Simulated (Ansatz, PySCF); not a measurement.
This PySCF input computes a BLYP/def2-TZVPD energy:

```python
from pyscf import gto, scf, dft

mol = gto.M(
    atom='''
    C     1.18568515   -0.00032916   -0.46617828
    C     0.18032070   -0.08185939    0.39341782
    O    -1.18095614    0.08485778   -0.01543692
    H     2.14850649   -0.15859626    0.05200681
    H     0.15785057   -0.27079231    1.47459053
    H    -1.05474301    0.24365758   -0.96653919
    ''',
    basis='def2-tzvpd',
    charge=-1,
    spin=0,
    verbose=4,
)

mf = dft.RKS(mol, xc='blyp').density_fit(auxbasis='def2-universal-jkfit')
mf.grids.level = 3
mf.conv_tol = 1e-9
mf.max_cycle = 100
mf.max_memory = 1500
mf.kernel()
if not mf.converged:
    mf = mf.newton()
    mf.kernel(mf.make_rdm1())
mf.analyze()
```

Question: Write an input for the same energy in Ansatz (a first-principles code) and say what it gives.

Answer: 
Ansatz 0.2 input:
```yaml
crystal:
  periodic: [false, false, false]
  atoms:
    - {symbol: C, position_ang: [1.18568515, -0.00032916, -0.46617828]}
    - {symbol: C, position_ang: [0.18032070, -0.08185939, 0.39341782]}
    - {symbol: O, position_ang: [-1.18095614, 0.08485778, -0.01543692]}
    - {symbol: H, position_ang: [2.14850649, -0.15859626, 0.05200681]}
    - {symbol: H, position_ang: [0.15785057, -0.27079231, 1.47459053]}
    - {symbol: H, position_ang: [-1.05474301, 0.24365758, -0.96653919]}
basis:
  gaussian:
    orbitals: def2-TZVPD
hamiltonian:
  xc: {name: BLYP}
total_charge: -1
output: {forces: true}
```
It gives -153.19112 Eh, and PySCF -153.19118 Eh, a difference of 0.06 mEh, from the treatment of integrals and grids.

It need not be the lowest isomer of its formula. Whether it binds its extra electron was not tested at this geometry.
